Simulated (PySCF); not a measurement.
Species: 1,2-benzisoxazole, C₇H₅NO.
Numbering: `[cH:1]1[cH:2][cH:3][c:4]2[o:5][n:6][cH:7][c:8]2[cH:9]1` (hydrogens: H10 on C1; H11 on C2; H12 on C3; H13 on C7; H14 on C9)

A GFN2-xTB structure was refined with PySCF, PBE0-D3(BJ)/def2-SVP geometry optimisation, gas phase. Its GFN2-xTB values:

```csv
coordinate,GFN2-xTB
C1–C2,1.400 Å
C1–C9,1.376 Å
C1–H10,1.079 Å
C2–C3,1.378 Å
C2–H11,1.079 Å
C3–C4,1.389 Å
C3–H12,1.077 Å
C4–O5,1.347 Å
C4–C8,1.410 Å
O5–N6,1.365 Å
N6–C7,1.294 Å
C7–C8,1.427 Å
C7–H13,1.072 Å
C8–C9,1.394 Å
C9–H14,1.079 Å
C2–C3–C4,116.6°
C3–C4–O5,128.8°
C3–C4–C8,122.1°
C4–O5–N6,108.5°
O5–C4–C8,109.1°
O5–N6–C7,108.9°
N6–C7–C8,110.9°
C7–C8–C9,137.2°
```

How do these coordinates change at the PBE0-D3(BJ)/def2-SVP level?

| coordinate | PBE0-D3(BJ)/def2-SVP (Å or °) | change |
| --- | --- | --- |
| C7–H13 | 1.090 | +0.018 |
| C3–H12 | 1.091 | +0.014 |
| C2–H11 | 1.093 | +0.014 |
| C9–H14 | 1.092 | +0.013 |
| C1–H10 | 1.092 | +0.013 |
| C1–C9 | 1.387 | +0.011 |
| C1–C2 | 1.410 | +0.010 |
| C2–C3 | 1.388 | +0.010 |
| C4–C8 | 1.400 | -0.010 |
| C8–C9 | 1.402 | +0.008 |
| O5–N6 | 1.372 | +0.007 |
| C7–C8 | 1.433 | +0.006 |
| N6–C7 | 1.300 | +0.006 |
| C3–C4 | 1.395 | +0.006 |
| C4–O5 | 1.343 | -0.004 |
| C3–C4–O5 | 127.4 | -1.4 |
| O5–N6–C7 | 107.6 | -1.3 |
| C3–C4–C8 | 123.1 | +1.0 |
| C4–O5–N6 | 109.1 | +0.6 |
| C2–C3–C4 | 116.0 | -0.6 |
| N6–C7–C8 | 111.5 | +0.6 |
| C7–C8–C9 | 137.7 | +0.5 |
| O5–C4–C8 | 109.5 | +0.4 |

The energy falls by 0.97 kcal/mol over 5 energy and gradient evaluations, the largest force component goes from 0.0143 to 2.3e-04 Eh/bohr, and the atoms move by 0.019 Å rms after alignment. The bond that changes most is C7–H13 (aromatic CH next to a ring nitrogen to aromatic hydrogen), which lengthens by 0.018 Å. Bonds longer at the end by more than 0.005 Å: 13 of 15; shorter: 1. Rotational constants go from 4045, 1674, 1184 to 4026, 1659, 1175 MHz.

The run used 151 basis functions and 34 SCF cycles in all. On one thread, Arm Neoverse V1, shared host, this took 50 s of wall time.

No frequency check.
